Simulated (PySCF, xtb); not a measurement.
H4S3Si, SMILES S[SiH](S)S.

GFN2-xTB in xtb at its own geometry gives an orbital gap of 4.71 eV and a dipole moment of 1.51 D.

Geometry: PBE0-D3(BJ)/def2-SVP. The values are those of a single conformer.

### Question
What does PySCF with ωB97X/def2-TZVP give? (An estimate is asked for; the answer gives what the named calculation found.)

### Answer
gap 11.64 eV (levels -9.91 and 1.74 eV), dipole 1.08 D.
